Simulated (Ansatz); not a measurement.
C$_{2}$H$_{6}$GeO (`C[CH2][Ge][OH]`). Total charge 0; spin multiplicity 1.

```xyz
10

C     0.928    0.345    0.038
C    -0.338    0.371   -0.799
Ge   -1.940   -0.666   -0.153
O    -1.265   -1.358    1.352
H     1.319   -0.671    0.151
H     1.731    0.941   -0.405
H     0.759    0.748    1.042
H    -0.146    0.005   -1.817
H    -0.696    1.400   -0.940
H    -0.351   -1.115    1.531
```

List the harmonic frequencies (cm⁻¹, unscaled) at PBE0-D4/def2-TZVP in Ansatz. (An estimate is asked.)

Computed: 75, 200, 220, 313, 475, 501, 593, 686, 862, 915, 960, 1049, 1222, 1247, 1399, 1430, 1496, 1502, 3014, 3029, 3049, 3095, 3096, 3835.

Is this a minimum?

Yes, all 24 modes are real.

Give the ideal-gas thermochemistry at 298.15 K and 1 bar (rigid rotor, harmonic oscillator; point group Cs, symmetry number 1).

Zero-point energy 205.0 kJ/mol; H(298) − E = 223.4 kJ/mol; entropy 328.2 J/(mol·K), of which translation 168.4, rotation 108.7, vibration 51.1; G(298) − E = 125.6 kJ/mol. Modes under 100 cm⁻¹ are hindered rotations or soft bends, so the harmonic entropy is rough.
